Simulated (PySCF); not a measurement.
## Sulfur: a sound run and one with changed settings

Sound run: S⁺ [Ne] 3s2 3p3, S²⁺ [Ne] 3s2 3p2. Computed with PySCF 2.14 in jorge-DZP-DKH (7s4p1d, 24 functions), with the spin-free X2C one-electron Hamiltonian (Gaussian nucleus). In the sound run the correlated levels freeze [Ne]. The sound run starts from symmetry-adapted Hartree-Fock orbitals and uses a fine grid where one is needed.

Changed run: initial guess atom, at most 50 SCF cycles, level shift 2.0 hartree.

```tsv
species	method	sound run (hartree)	changed run (hartree)	converged
S⁺	UHF	-398.23898	-398.23898	yes
S⁺	M06-L	-398.80113	-398.80113	yes
S⁺	MN15	-398.89623	-398.89623	yes
S⁺	MP2	-398.30897	-398.26535	yes
S⁺	CCSD(T)	-398.32828	-398.32828	yes
S²⁺	UHF	-397.40398	-397.40398	yes
S²⁺	M06-L	-397.94196	-397.94196	yes
S²⁺	MN15	-398.03649	-398.03649	yes
S²⁺	MP2	-397.45765	-397.42400	yes
S²⁺	CCSD(T)	-397.47976	-397.47976	yes
```

Ionisation energy of S⁺:

| method | sound run (eV) | changed run (eV) |
| --- | --- | --- |
| UHF | 22.721 | 22.721 |
| M06-L | 23.379 | 23.379 |
| MN15 | 23.395 | 23.395 |
| MP2 | 23.166 | 22.894 |
| SCS-MP2 | 23.008 | 22.831 |
| CCSD | 23.086 | 23.086 |
| CCSD(T) | 23.089 | 23.089 |

A level shift leaves the converged SCF energy unchanged but raises the virtual orbital energies, which shrinks MP2 if it is not removed.

For comparison, NIST gives 23.338 eV between the lowest levels.
